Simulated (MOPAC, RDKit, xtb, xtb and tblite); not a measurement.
Internal rotation in SMILES CC(C)c1cccc(N)c1, singlet. Scanned: dihedral C1–C2–C4–C5; all other coordinates were relaxed at GFN2-xTB.

Geometry of the scan point at 120° (Å):
```
23

C     -2.3590    -0.8574     0.7311
C     -1.5217     0.3964     0.4526
C     -2.2942     1.3396    -0.4643
C     -0.1542     0.0048    -0.0677
C      0.3265     0.3947    -1.3110
C      1.5953     0.0165    -1.7197
C      2.4078    -0.7405    -0.9022
C      1.9532    -1.1251     0.3587
N      2.7847    -1.8082     1.2285
C      0.6769    -0.7400     0.7585
H     -1.8613    -1.5159     1.4372
H     -3.3271    -0.5806     1.1435
H     -2.5228    -1.4091    -0.1928
H     -1.3647     0.9120     1.4098
H     -1.7269     2.2474    -0.6554
H     -3.2341     1.6199     0.0077
H     -2.5232     0.8573    -1.4120
H     -0.2821     0.9808    -1.9795
H      1.9540     0.3197    -2.6930
H      3.3971    -1.0319    -1.2252
H      3.5513    -2.3061     0.8053
H      2.3293    -2.3080     1.9752
H      0.3391    -1.0251     1.7458
```

- GFN2-xTB (xtb and tblite)
- MMFF94 // GFN2-xTB (RDKit)
- UFF // GFN2-xTB (RDKit)
- PM6, restricted, heats of formation // GFN2-xTB (MOPAC)
- GFN1-xTB // GFN2-xTB (xtb)

Least-squares fit of E(φ) = a0 + Σ (a_n cos nφ + b_n sin nφ), n = 1 to 4, to the 18 scan points, in kcal/mol above the lowest point of each profile (levels whose profile four harmonics don't fit are not listed):

```tsv
method	a0	a1	b1	a2	b2	a3	b3	a4	b4	rms of fit
GFN2-xTB	1.18	-0.01	0.01	0.73	-1.13	0.01	-0.01	-0.14	-0.31	0.10
MMFF94	1.44	0.00	-0.03	0.97	-1.31	-0.08	-0.01	-0.10	-0.29	0.10
UFF	3.22	0.03	0.03	1.98	-2.90	-0.09	0.01	-0.24	-0.57	0.25
PM6	0.86	0.00	-0.02	0.50	-0.75	-0.01	-0.01	-0.03	-0.09	0.02
GFN1-xTB	1.09	0.02	0.02	0.65	-0.99	0.01	0.00	-0.08	-0.19	0.07
```
